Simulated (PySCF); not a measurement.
C3H7BN2.

```xyz
13

C      1.2817    -1.7194     0.0000
C      0.3248    -0.7784     0.0000
C     -1.2081    -0.9075     0.0000
N     -1.3301     0.5593     0.0000
B      0.0859     0.7925     0.0000
N      0.8792     1.9599     0.0000
H      2.3514    -1.4500     0.0000
H      1.0481    -2.7993     0.0000
H     -1.6281    -1.4106    -0.9040
H     -1.6281    -1.4106     0.9040
H     -2.2056     1.0793     0.0000
H      1.8958     1.9197     0.0000
H      0.5024     2.9060     0.0000
```
Charge 0, spin multiplicity 1.

Geometry: PBE-D3(BJ)/def2-SVP. This is a generated structure with no PubChem entry under its InChIKey; it may be hypothetical. The values are those of a single conformer.

All values below come from PBE/pcSseg-1 (PySCF). Non-relativistic, no solvent.

Q: Give the absolute GIAO shielding of each atom: isotropic value and principal components (ppm). (Estimate from the structure and the level; the computed values follow.)

A: 
```json
[
 {"atom": "C1", "σ(iso)": "61.8", "σ11": "-37.3", "σ22": "67.2", "σ33": "155.6", "span": "192.9"},
 {"atom": "C2", "σ(iso)": "19.6", "σ11": "-81.7", "σ22": "-1.0", "σ33": "141.5", "span": "223.2"},
 {"atom": "C3", "σ(iso)": "119.6", "σ11": "107.9", "σ22": "109.2", "σ33": "141.7", "span": "33.9"},
 {"atom": "N4", "σ(iso)": "168.2", "σ11": "105.1", "σ22": "184.5", "σ33": "214.9", "span": "109.8"},
 {"atom": "B5", "σ(iso)": "72.6", "σ11": "35.8", "σ22": "89.7", "σ33": "92.3", "span": "56.5"},
 {"atom": "N6", "σ(iso)": "203.4", "σ11": "157.1", "σ22": "210.2", "σ33": "242.9", "span": "85.8"},
 {"atom": "H7", "σ(iso)": "25.6", "σ11": "23.4", "σ22": "24.6", "σ33": "28.7", "span": "5.2"},
 {"atom": "H8", "σ(iso)": "25.7", "σ11": "23.2", "σ22": "25.0", "σ33": "28.9", "span": "5.7"},
 {"atom": "H9", "σ(iso)": "26.9", "σ11": "23.8", "σ22": "25.8", "σ33": "31.1", "span": "7.2"},
 {"atom": "H10", "σ(iso)": "26.9", "σ11": "23.8", "σ22": "25.8", "σ33": "31.1", "span": "7.2"},
 {"atom": "H11", "σ(iso)": "28.3", "σ11": "23.0", "σ22": "26.0", "σ33": "36.0", "span": "13.0"},
 {"atom": "H12", "σ(iso)": "28.8", "σ11": "23.3", "σ22": "26.2", "σ33": "36.8", "span": "13.5"},
 {"atom": "H13", "σ(iso)": "29.0", "σ11": "23.4", "σ22": "25.9", "σ33": "37.6", "span": "14.2"}
]
```
